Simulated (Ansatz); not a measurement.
SeS₂. Total charge 0; singlet. Geometry PBE0-D4/def2-TZVP.

```xyz
3

S    -1.573   -0.046   -0.656
S    -0.159   -0.287    0.599
Se    1.732    0.333    0.057
```

The structure comes from a short search, and lower isomers may exist.

(1) Estimate the orbital energies around the gap (eV) in Ansatz with PBE-D4/def2-SVP, r2SCAN-D4/def2-TZVP, PBE0-D4/def2-SVP, PBE0-D4/def2-TZVPD, ωB97X-V/def2-TZVP.

Answers

(1) 
```json
{"orbital": "HOMO−13", "PBE-D4/def2-SVP": "-54.30", "r2SCAN-D4/def2-TZVP": "-55.45", "PBE0-D4/def2-SVP": "-59.13", "PBE0-D4/def2-TZVPD": "-59.17", "ωB97X-V/def2-TZVP": "-61.19"}
{"orbital": "HOMO−12", "PBE-D4/def2-SVP": "-54.28", "r2SCAN-D4/def2-TZVP": "-55.42", "PBE0-D4/def2-SVP": "-59.09", "PBE0-D4/def2-TZVPD": "-59.15", "ωB97X-V/def2-TZVP": "-61.16"}
{"orbital": "HOMO−11", "PBE-D4/def2-SVP": "-54.06", "r2SCAN-D4/def2-TZVP": "-55.23", "PBE0-D4/def2-SVP": "-58.88", "PBE0-D4/def2-TZVPD": "-58.95", "ωB97X-V/def2-TZVP": "-60.95"}
{"orbital": "HOMO−10", "PBE-D4/def2-SVP": "-53.96", "r2SCAN-D4/def2-TZVP": "-55.17", "PBE0-D4/def2-SVP": "-58.77", "PBE0-D4/def2-TZVPD": "-58.89", "ωB97X-V/def2-TZVP": "-60.88"}
{"orbital": "HOMO−9", "PBE-D4/def2-SVP": "-53.92", "r2SCAN-D4/def2-TZVP": "-55.12", "PBE0-D4/def2-SVP": "-58.72", "PBE0-D4/def2-TZVPD": "-58.84", "ωB97X-V/def2-TZVP": "-60.83"}
{"orbital": "HOMO−8", "PBE-D4/def2-SVP": "-21.91", "r2SCAN-D4/def2-TZVP": "-22.68", "PBE0-D4/def2-SVP": "-24.54", "PBE0-D4/def2-TZVPD": "-24.33", "ωB97X-V/def2-TZVP": "-27.34"}
{"orbital": "HOMO−7", "PBE-D4/def2-SVP": "-18.13", "r2SCAN-D4/def2-TZVP": "-18.84", "PBE0-D4/def2-SVP": "-20.38", "PBE0-D4/def2-TZVPD": "-20.31", "ωB97X-V/def2-TZVP": "-23.19"}
{"orbital": "HOMO−6", "PBE-D4/def2-SVP": "-14.47", "r2SCAN-D4/def2-TZVP": "-15.13", "PBE0-D4/def2-SVP": "-16.37", "PBE0-D4/def2-TZVPD": "-16.46", "ωB97X-V/def2-TZVP": "-19.11"}
{"orbital": "HOMO−5", "PBE-D4/def2-SVP": "-10.58", "r2SCAN-D4/def2-TZVP": "-10.99", "PBE0-D4/def2-SVP": "-12.01", "PBE0-D4/def2-TZVPD": "-12.00", "ωB97X-V/def2-TZVP": "-14.29"}
{"orbital": "HOMO−4", "PBE-D4/def2-SVP": "-9.85", "r2SCAN-D4/def2-TZVP": "-10.24", "PBE0-D4/def2-SVP": "-11.37", "PBE0-D4/def2-TZVPD": "-11.34", "ωB97X-V/def2-TZVP": "-13.86"}
{"orbital": "HOMO−3", "PBE-D4/def2-SVP": "-9.81", "r2SCAN-D4/def2-TZVP": "-10.19", "PBE0-D4/def2-SVP": "-11.21", "PBE0-D4/def2-TZVPD": "-11.16", "ωB97X-V/def2-TZVP": "-13.64"}
{"orbital": "HOMO−2", "PBE-D4/def2-SVP": "-6.73", "r2SCAN-D4/def2-TZVP": "-7.11", "PBE0-D4/def2-SVP": "-7.65", "PBE0-D4/def2-TZVPD": "-7.77", "ωB97X-V/def2-TZVP": "-9.73"}
{"orbital": "HOMO−1", "PBE-D4/def2-SVP": "-6.17", "r2SCAN-D4/def2-TZVP": "-6.57", "PBE0-D4/def2-SVP": "-7.40", "PBE0-D4/def2-TZVPD": "-7.54", "ωB97X-V/def2-TZVP": "-9.59"}
{"orbital": "HOMO", "PBE-D4/def2-SVP": "-5.96", "r2SCAN-D4/def2-TZVP": "-6.37", "PBE0-D4/def2-SVP": "-7.18", "PBE0-D4/def2-TZVPD": "-7.30", "ωB97X-V/def2-TZVP": "-9.50"}
{"orbital": "LUMO", "PBE-D4/def2-SVP": "-4.86", "r2SCAN-D4/def2-TZVP": "-5.05", "PBE0-D4/def2-SVP": "-4.38", "PBE0-D4/def2-TZVPD": "-4.44", "ωB97X-V/def2-TZVP": "-2.55"}
{"orbital": "LUMO+1", "PBE-D4/def2-SVP": "-1.90", "r2SCAN-D4/def2-TZVP": "-1.91", "PBE0-D4/def2-SVP": "-1.05", "PBE0-D4/def2-TZVPD": "-1.37", "ωB97X-V/def2-TZVP": "0.95"}
{"orbital": "LUMO+2", "PBE-D4/def2-SVP": "-0.27", "r2SCAN-D4/def2-TZVP": "-0.42", "PBE0-D4/def2-SVP": "0.66", "PBE0-D4/def2-TZVPD": "-0.11", "ωB97X-V/def2-TZVP": "2.40"}
{"orbital": "LUMO+3", "PBE-D4/def2-SVP": "4.84", "r2SCAN-D4/def2-TZVP": "3.55", "PBE0-D4/def2-SVP": "5.84", "PBE0-D4/def2-TZVPD": "0.37", "ωB97X-V/def2-TZVP": "6.05"}
{"orbital": "LUMO+4", "PBE-D4/def2-SVP": "6.92", "r2SCAN-D4/def2-TZVP": "4.09", "PBE0-D4/def2-SVP": "8.05", "PBE0-D4/def2-TZVPD": "0.87", "ωB97X-V/def2-TZVP": "6.68"}
{"orbital": "LUMO+5", "PBE-D4/def2-SVP": "8.33", "r2SCAN-D4/def2-TZVP": "4.34", "PBE0-D4/def2-SVP": "9.52", "PBE0-D4/def2-TZVPD": "0.95", "ωB97X-V/def2-TZVP": "7.17"}
```
